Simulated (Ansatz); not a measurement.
Basis-set series for C2H5I, SMILES `CCI`. Total charge 0; spin multiplicity 1. I: def2 effective core potential. The structure was optimised at the PBE0-D4/def2-TZVP level.

| functional | basis | functions | energy (Eh) | HOMO (eV) | LUMO (eV) |
| --- | --- | --- | --- | --- | --- |
| PBE0-D4 | def2-SVP | 79 | -376.78213 | -7.11 | -0.52 |
| PBE0-D4 | def2-TZVPP | 182 | -376.88041 | -7.21 | -0.70 |
| ωB97M-V | def2-SVP | 79 | -376.78701 | -9.27 | 1.54 |
| ωB97M-V | def2-TZVPP | 182 | -376.89241 | -9.38 | 1.23 |

(1) Give the rows for def2-QZVPP. (Estimate.)

Answers

(1) Ansatz gave: 
```tsv
functional	basis	functions	energy (Eh)	HOMO (eV)	LUMO (eV)
PBE0-D4	def2-QZVPP	346	-376.88632	-7.22	-0.78
ωB97M-V	def2-QZVPP	346	-376.89846	-9.39	1.03
```

Positive LUMOs are unbound and depend on the basis.
